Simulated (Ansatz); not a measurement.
C2H7NZn can be A, `C[N](C)[ZnH]`, or B, `C[CH2][Zn][NH2]`.

Calculated with Ansatz (gas phase, PBE0-D4/def2-TZVP geometries, no zero-point term in ΔE). CCSD(T)/CBS adds triple-zeta CCSD(T) − MP2 to the extrapolated MP2 energy (def2 sets, frozen cores). Functionals use def2-TZVPP. B3LYP here is the variant with VWN-RPA as its local correlation; programs differ in this. For Zn outer-core shells are correlated without core-valence functions, which leaves a few kJ/mol of doubt a bond. Scalar relativity is left out up to krypton. Each species was taken in one conformer, which may not be the lowest.

Task: Which is lower in electronic energy at CCSD(T)/CBS, and by how much? (Estimate.)

Result: Ansatz gave: B, by 90.6 kJ/mol.

Task: Give E(B) − E(A) in kJ/mol with PBE0-D4, CCSD(T)/def2-SVP, B3LYP-D4, LDA (SPW92), CCSD(T)/def2-TZVPP, HF/def2-TZVPP, B2PLYP. (Estimate.)

Result: Ansatz gave: PBE0-D4 -80.4, CCSD(T)/def2-SVP -57.9, B3LYP-D4 -76.5, LDA (SPW92) -73.0, CCSD(T)/def2-TZVPP -83.3, HF/def2-TZVPP -71.6, B2PLYP -84.4. None reverses the order clearly.

Task: Does the order hold for the free energy at 298.15 K (harmonic terms from PBE0-D4)? (An estimate is asked.)

Result: Ansatz gave: Yes: G(B) − G(A) = -91.9 kJ/mol, for one conformer each. Modes under 60 cm⁻¹, often nearly free rotors, make the harmonic entropy too high.

Largest T1 diagnostic: 0.015.

From BLYP to BHLYP (50 % exact exchange), in def2-TZVPP and without D4, E(B) − E(A) moves by +3.5 kJ/mol. Leaving LDA and LC-ωPBE aside and taking each functional with its dispersion term where it has one, the values, not all of them listed here, spread over 11.8 kJ/mol, from PBE-QIDH to revPBE-D4. LDA lies +10.4 kJ/mol from PBE without D4.
